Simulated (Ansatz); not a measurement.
Ansatz (a quantum-chemistry and plane-wave program) input for YOF, SMILES [Y](=[O])[F], PBE-D3(BJ)/def2-TZVP. 

Ansatz 0.2 input:
```yaml
crystal:
  periodic: [false, false, false]
  atoms:
    - {symbol: Y, position_ang: [0.30631315, 0.09441753, 0.00000000]}
    - {symbol: O, position_ang: [-0.84696369, 1.48800081, 0.00000000]}
    - {symbol: F, position_ang: [-0.57450035, -1.73181004, 0.00000000]}
basis:
  gaussian:
    orbitals: def2-TZVP
hamiltonian:
  xc: pbe
  dispersion: d3bj
relax: {f_tol: 0.002, max_steps: 200}
```

Log of the run:

```
WARN ansatz: RAYON_NUM_THREADS=1 ignored (pool sized by the plan → 1); use --threads N
Functional definition: PBE
integrals: 0.03 GiB planned
643 factors; their error is unknown
mean field: 0.22 GiB planned
mean field evaluation 1: about -5789.3565 eV, gradient 1.0e2 eV
mean field evaluation 2: about -5471.1555 eV, gradient 3.2e2 eV
mean field evaluation 4: about -5803.5295 eV, gradient 4.7e1 eV
mean field evaluation 8: about -5807.1049 eV, gradient 3.7e-1 eV
mean field evaluation 16: about -5807.1018 eV, gradient 5.6e-4 eV
mean field -5807.10184521 eV, -213.4070566164 hartree, gradient 1.6e-5 eV, S^2 0.000000; 0 other end points of the search recorded, 0 dependent functions left out
the calculation of the forces begins
reference -5807.10191305 eV, -213.4070591094 hartree; 14, 14 occupied and 88, 88 virtual orbitals, 643 factors
relax step   1: F+E_penalty+E_count = -5807.13960178 eV  Δ(F+E_penalty+E_count) = +0.000e0 eV  max|allowed force component| = 7.402e-1 eV/Å  Δτ_max = 0.0000 Å  (29 SCF iters, accepted)
these checks for a lower state are left out or cut short: starts, cluster_reference, orbital_swaps, neighbouring_geometries, increment
integrals: 0.03 GiB planned
643 factors; their error is unknown
mean field: 0.22 GiB planned
mean field -5807.11330238 eV, -213.4074776596 hartree, gradient 2.1e-5 eV, S^2 0.000000; 0 other end points of the search recorded, 0 dependent functions left out
the calculation of the forces begins
reference -5807.11337014 eV, -213.4074801498 hartree; 14, 14 occupied and 88, 88 virtual orbitals, 643 factors
relax step   2: F+E_penalty+E_count = -5807.15115745 eV  Δ(F+E_penalty+E_count) = -1.156e-2 eV  max|allowed force component| = 1.455e-1 eV/Å  Δτ_max = 0.0387 Å  (30 SCF iters, accepted)
these checks for a lower state are left out or cut short: starts, cluster_reference, orbital_swaps, neighbouring_geometries, increment
integrals: 0.03 GiB planned
643 factors; their error is unknown
mean field: 0.22 GiB planned
mean field evaluation 32: about -5807.1143 eV, gradient 1.4e-5 eV
mean field -5807.11427766 eV, -213.4075135005 hartree, gradient 2.3e-5 eV, S^2 0.000000; 0 other end points of the search recorded, 0 dependent functions left out
the calculation of the forces begins
reference -5807.11434546 eV, -213.4075159923 hartree; 14, 14 occupied and 88, 88 virtual orbitals, 643 factors
relax step   3: F+E_penalty+E_count = -5807.15209444 eV  Δ(F+E_penalty+E_count) = -9.370e-4 eV  max|allowed force component| = 5.480e-2 eV/Å  Δτ_max = 0.0098 Å  (27 SCF iters, accepted)
these checks for a lower state are left out or cut short: starts, cluster_reference, orbital_swaps, neighbouring_geometries, increment
integrals: 0.03 GiB planned
643 factors; their error is unknown
mean field: 0.22 GiB planned
mean field -5807.11432959 eV, -213.4075154090 hartree, gradient 1.5e-5 eV, S^2 0.000000; 0 other end points of the search recorded, 0 dependent functions left out
the calculation of the forces begins
reference -5807.11439739 eV, -213.4075179007 hartree; 14, 14 occupied and 88, 88 virtual orbitals, 643 factors
relax step   4: F+E_penalty+E_count = -5807.15214696 eV  Δ(F+E_penalty+E_count) = -5.251e-5 eV  max|allowed force component| = 1.139e-2 eV/Å  Δτ_max = 0.0010 Å  (30 SCF iters, accepted)
these checks for a lower state are left out or cut short: starts, cluster_reference, orbital_swaps, neighbouring_geometries, increment
integrals: 0.03 GiB planned
643 factors; their error is unknown
mean field: 0.22 GiB planned
mean field -5807.11433004 eV, -213.4075154255 hartree, gradient 2.0e-5 eV, S^2 0.000000; 0 other end points of the search recorded, 0 dependent functions left out
the calculation of the forces begins
reference -5807.11439784 eV, -213.4075179171 hartree; 14, 14 occupied and 88, 88 virtual orbitals, 643 factors
relax step   5: F+E_penalty+E_count = -5807.15215253 eV  Δ(F+E_penalty+E_count) = -5.577e-6 eV  max|allowed force component| = 7.341e-5 eV/Å  Δτ_max = 0.0010 Å  (22 SCF iters, accepted)
integrals: 0.03 GiB planned
643 factors; their error is unknown
mean field: 0.22 GiB planned
mean field evaluation 64: about -5807.1143 eV, gradient 5.5e-2 eV
mean field -5807.11433004 eV, -213.4075154255 hartree, gradient 2.0e-5 eV, S^2 0.000000; 1 other end points of the search recorded, 0 dependent functions left out
the calculation of the forces begins
reference -5807.11439784 eV, -213.4075179171 hartree; 14, 14 occupied and 88, 88 virtual orbitals, 643 factors
Total energy: -5807.15222033 eV, -213.4089078681 hartree
Atom 0 at     0.335885     0.093336     0.000000 Å, force     0.000073    -0.000013     0.000000 eV/Å
Atom 1 at    -0.863410     1.475256     0.000000 Å, force    -0.000040    -0.000060    -0.000000 eV/Å
Atom 2 at    -0.587626    -1.717984    -0.000000 Å, force    -0.000033     0.000072     0.000000 eV/Å
Dipole moment:     1.540402    -0.077367     0.000000 e Å
```

Self-consistency was reached.

Cost: around 14 core-seconds (rough).
